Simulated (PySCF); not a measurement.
Species: C3H5N (charge 0, singlet). SMILES: [N+](CC)#[C-]
Geometry: optimised at B3LYP-D3(BJ)/def2-TZVP (Ansatz).

Dispersion corrections to the total energy (kcal/mol) from the dftd3 and dftd4 libraries through PySCF: D3(BJ) without and D4 with the three-body term, each with the damping fitted for the functional named.

```json
[
 {"functional": "TPSSh", "D3(BJ)": "-3.99", "D4": "-3.84"},
 {"functional": "BLYP", "D3(BJ)": "(withheld)", "D4": "-7.08"},
 {"functional": "HF", "D3(BJ)": "-29.22", "D4": "(withheld)"},
 {"functional": "LC-wPBE", "D3(BJ)": "-3.15", "D4": "-3.42"},
 {"functional": "PBE0", "D3(BJ)": "(withheld)", "D4": "-2.59"},
 {"functional": "PW6B95", "D3(BJ)": "-1.58", "D4": "-2.69"},
 {"functional": "TPSS", "D3(BJ)": "-4.39", "D4": "-4.23"}
]
```

Q: Complete the blanks.

A: 
- BLYP, D3(BJ): -7.36
- HF, D4: -12.31
- PBE0, D3(BJ): -2.98
